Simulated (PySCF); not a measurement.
A TDDFT job was run through a driver script with this input:

```
{"job": {"kind": "uv", "xc": "CAM-B3LYP", "basis": "def2-SVPD", "ip": true, "nstates": 10}, "charge": 0, "multiplicity": 1}
Te     0.002215    -0.006509    -1.024699
Cl     1.784826    -0.009105     0.516160
Cl    -1.787041     0.015623     0.508549
```

The program printed, after the SCF cycles:

```
converged SCF energy = -1188.1870488500

Static polarisability (au): isotropic 68.971, principal 52.932 67.817 86.163

Singlet excitations
state   eV       nm        f      main configurations
  1   2.2739    545.2   0.00000   H->L+1 0.99
  2   2.3826    520.4   0.00057   H->L 0.99
  3   5.1195    242.2   0.00179   H-1->L 0.68, H-2->L+1 0.29
  4   5.1940    238.7   0.01052   H-1->L+1 0.66, H-2->L 0.28
  5   5.3387    232.2   0.00000   H-3->L 0.90
  6   5.5060    225.2   0.00170   H-3->L+1 0.84, H-4->L 0.13
  7   5.6478    219.5   0.01346   H-2->L 0.68, H-1->L+1 0.31
  8   6.0954    203.4   0.07234   H->L+2 0.93
  9   6.2908    197.1   0.00289   H-4->L 0.84, H-3->L+1 0.12
 10   6.3177    196.2   0.12747   H-2->L+1 0.61, H-1->L 0.26, H-6->L 0.09

Triplet excitations (Tamm-Dancoff, eV): 1.6437 1.6811 4.5279 4.6458
Vertical ionisation energy (delta-SCF) = 9.0807 eV
Vertical electron affinity (delta-SCF) = 1.2423 eV
```

Level of theory: TDDFT CAM-B3LYP/def2-SVPD, vertical, gas phase, core orbitals frozen in the response, def2 core potentials past Kr in PySCF. Geometry: PBE0-D3(BJ)/def2-SVP; no solvent, vibrations or thermal averaging. Atoms past krypton carry effective core potentials; spin–orbit coupling is left out.

Problem. Give the mean polarisability in Å³.

Solution. 68.97 au × 0.148185 = 10.22 Å³.

Problem. What is the gap between the lowest singlet and the lowest triplet?

Solution. 2.2739 − 1.6437 = 0.6302 eV (full response against Tamm–Dancoff).

Problem. Does any listed singlet fall in the visible range?

Solution. 2 computed singlets (S1 to S2) lie in the visible range (380 to 750 nm), the largest f among them at 520 nm, f = 0.0006; light of that wavelength is green, and its complementary colour is purple; a Tamm–Dancoff triplet lies at 738 nm, without intensity as long as spin–orbit coupling is left out.

Problem. What is the total energy of state 2 at this geometry?

Solution. -1188.18705 + 0.08756 = -1188.09949 hartree.

Problem. What share of the summed oscillator strength falls to the strongest level in this window?

Solution. State 10 at 196 nm: 0.1275 of 0.2307, or 55%.

Problem. Write the structure that the coordinates describe.

Solution. `Cl[Te]Cl` (TeCl2), point group C2v.

H and L stand for HOMO and LUMO.
